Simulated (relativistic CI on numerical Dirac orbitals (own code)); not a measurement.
# Dy⁴⁺ (4f8) in a crystal field

Calculated by Dirac-Coulomb-Breit CI, separate exchange-only KLI orbitals for each configuration, a model potential for QED, valence Slater integrals scaled by 0.75, one configuration in a parametric crystal field (own radial code).

Field parameters in Wybourne normalisation. The field is a parameter set, without covalency.

S and J are read from ⟨S²⟩ = S(S + 1) and ⟨J²⟩ = J(J + 1) of each level; they are not fictitious spins.

C2v, B20 = 80, B22 = 310, B40 = 1000, B42 = 610, B44 = -830, B60 = -970, B62 = -310, B64 = 340, B66 = 350 cm⁻¹, the lowest 10 levels:

| E (cm⁻¹) | Degeneracy | S | J |
| --- | --- | --- | --- |
| 0.0 | 1 | 2.94 | 5.99 |
| 3.6 | 1 | 2.94 | 5.99 |
| 117 | 1 | 2.94 | 5.99 |
| 123 | 1 | 2.94 | 5.99 |
| 141 | 1 | 2.94 | 5.99 |
| 192 | 1 | 2.94 | 5.99 |
| 206 | 1 | 2.94 | 5.99 |
| 284 | 1 | 2.94 | 5.99 |
| 322 | 1 | 2.94 | 5.99 |
| 360 | 1 | 2.94 | 5.99 |

C2v, B20 = -720, B22 = 140, B40 = -640, B42 = 280, B44 = 20, B60 = -180, B62 = 210, B64 = 0, B66 = -810 cm⁻¹, the lowest 10 levels:

```tsv
E (cm⁻¹)	Degeneracy	S	J
0.0	1	2.94	6.00
0.8	1	2.94	6.00
108	1	2.94	6.00
120	1	2.94	6.00
175	1	2.94	6.00
218	1	2.94	6.00
243	1	2.94	5.99
318	1	2.94	6.00
324	1	2.94	6.00
397	1	2.94	6.00
```

The next free-ion level lies 2565 cm⁻¹ above the lowest; the field splits the ground level into components whose J stays near 6 as long as their spread is small against that gap.

Levels of this model without a field, named by their leading LS term (the scale mimics covalency, so terms lie below those of the real free ion): 7F_6 0, 7F_5 2565, 7F_4 3920, 7F_3 5107, 7F_2 5910, 7F_1 6465, 7F_0 6730, 5D_4 18170 cm⁻¹.
